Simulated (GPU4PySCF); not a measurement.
A structure optimised at PBE-D3(BJ)/def2-SVP, used in a GPU4PySCF frequency run:

```
C
C 1 1.4299
N 2 1.4012 1 119.31
C 3 1.4045 2 124.22 1 7.41
C 2 1.4143 3 120.06 4 -172.91
H 5 1.0963 2 121.05 3 -0.26
C 5 1.3989 6 119.99 2 -179.25
C 7 1.3989 5 122.34 6 179.93
H 8 1.0963 7 119.99 5 179.93
H 7 1.1010 8 118.83 9 -0.07
C 8 1.4143 9 121.05 7 179.25
N 11 1.4012 8 120.06 9 -0.26
C 12 1.4045 11 124.22 8 -172.91
C 13 1.4215 12 118.86 11 174.04
C 14 1.3940 13 120.44 12 -176.20
H 14 1.0973 15 119.42 13 -178.97
H 15 1.1010 14 119.16 16 0.54
C 15 1.4076 17 120.33 14 178.84
C 18 1.3952 15 118.90 17 178.83
H 19 1.0986 18 118.57 15 178.75
H 18 1.1002 19 120.57 20 -1.25
C 19 1.4201 20 118.39 18 178.57
C 4 1.4215 3 118.86 2 174.04
C 23 1.3940 4 120.44 3 -176.20
H 23 1.0973 24 119.42 4 -178.97
H 24 1.1010 23 119.16 25 0.54
C 24 1.4076 26 120.33 23 178.84
C 27 1.3952 24 118.90 26 178.83
H 28 1.0986 27 118.57 24 178.75
H 27 1.1002 28 120.57 29 -1.25
C 28 1.4201 29 118.39 20 -49.50
C 12 1.4388 11 117.49 8 3.51
C 32 1.4044 12 119.68 11 90.65
H 33 1.0997 32 119.02 12 0.17
C 33 1.4030 34 121.24 32 -179.97
H 35 1.1004 33 119.77 34 0.03
C 35 1.4043 36 120.13 33 -180.00
H 37 1.1004 35 120.01 36 0.01
C 37 1.4046 38 120.00 35 180.00
H 39 1.1005 37 120.13 38 -0.01
C 39 1.4026 40 119.77 37 179.99
H 41 1.0997 39 121.21 40 0.00
C 3 1.4388 2 117.49 5 3.51
C 43 1.4044 3 119.68 2 90.65
H 44 1.0997 43 119.02 3 0.17
C 44 1.4030 45 121.24 43 -179.97
H 46 1.1004 44 119.77 45 0.03
C 46 1.4043 47 120.13 44 -180.00
H 48 1.1004 46 120.01 47 0.01
C 48 1.4046 49 120.00 46 180.00
H 50 1.1005 48 120.13 49 -0.01
C 50 1.4026 51 119.77 48 179.99
H 52 1.0997 50 121.21 51 0.00
B 1 1.5234 2 120.77 3 0.35
```

**Question.** Write its SMILES, formula and point group.

**Answer.** c1ccc(N2c3ccccc3B3c4ccccc4N(c4ccccc4)c4cccc2c43)cc1, C₃₀H₂₁BN₂, C2

**Question.** What are its rotational constants (standard atomic weights)?

**Answer.** 0.22450, 0.091336, 0.068695 GHz
